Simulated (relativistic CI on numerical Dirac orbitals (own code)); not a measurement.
Lu³⁷⁺: q coefficients and field-shift factors

Calculated at this level of theory: Dirac-Coulomb-Breit CI, orbitals from a KLI potential per configuration, derivatives by finite differences, unscaled Slater integrals, QED left out (own radial code, finite nucleus).

Configuration list (outside the closed core [Ar] 3d10): 4s2.4p4, 4s.4p5, 4s2.4p3.4d, 4p6, 4s.4p4.4d, 4s2.4p3.4f. Double excitations out of closed p, d and f shells are left out; levels of such configurations are missing from the list, as are those of other unlisted configurations, and high levels can miss mixing partners.

With x = (α/α₀)² − 1 an excitation energy changes as ω = ω₀ + qx; K = 2q/ω₀ is the relative enhancement. Terms are leading LS components, so labels can repeat. The field-shift factor is F = δν/δ⟨r²⟩ for the transition from the lowest level.

Lowest level 4s2.4p4 3P_2.

```csv
Level,ω₀ (cm⁻¹),q (cm⁻¹),F (GHz/fm²)
4s2.4p4 1S_0,76777,4986,-1.53
4s2.4p4 3P_1,589136,721200,-84.2
4s2.4p4 1D_2,625164,719500,-84.1
4s2.4p3.4d 3F°_2,1163041,58680,-17.6
4s2.4p3.4d 5D°_1,1180438,94330,-77.5
4s2.4p3.4d 3P°_0,1188424,48020,14.2
4s2.4p3.4d 3F°_3,1193412,51870,15
4s2.4p4 3P_0,1246441,1.439e+06,-177
4s.4p5 3P°_2,1272877,450900,-604
4s2.4p3.4d 3F°_4,1304955,174700,17.6
4s2.4p3.4d 3D°_3,1416205,202100,12.6
4s2.4p3.4d 3P°_1,1416430,407200,-432
4s.4p5 3P°_2,1429211,554000,-733
```

At this charge energies of transitions that change n are usually good to better than 1 %, and those within a shell (Δn = 0) to a few per cent.

**Question.** Which transition from the lowest level has the largest |K|?

**Answer.** 4s2.4p4 3P_1 at 589136 cm⁻¹, K = 2.45.
